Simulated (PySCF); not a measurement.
**Polarisability and C₆ of Fe²⁺ (iron, charge +2)**

[Ar] 3d5 4s1, high-spin 7S determinant (an excited configuration). Calculation: PySCF 2.14, in aug-cc-pVTZ-DK (8s7p5d3f2g, 93 functions); the spin-free X2C one-electron Hamiltonian (Gaussian nucleus). Coupled (time-dependent) response in atomic units; α is the mean over directions.

```json
{"method": "wB97X", "mean α (bohr³)": "16.78", "C₆ (like pair)": "63.78", "S(−4)": "253.7"}
```

S(−4) is the Cauchy moment in α(ω) = α(0) + S(−4) ω² + …

α(iu) at wB97X:

| u (hartree) | α(iu) (bohr³) |
| --- | --- |
| 0 | 16.78 |
| 0.0500 | 16.18 |
| 0.100 | 14.62 |
| 0.200 | 10.77 |
| 0.300 | 7.792 |
| 0.500 | 4.640 |
| 0.750 | 3.009 |
| 1.00 | 2.230 |
| 1.50 | 1.468 |
| 2.00 | 1.078 |
| 3.00 | 0.6685 |
| 5.00 | 0.3331 |

For an ion, C₆ is the dispersion term alone; charge-induced terms of lower order in 1/R come first.
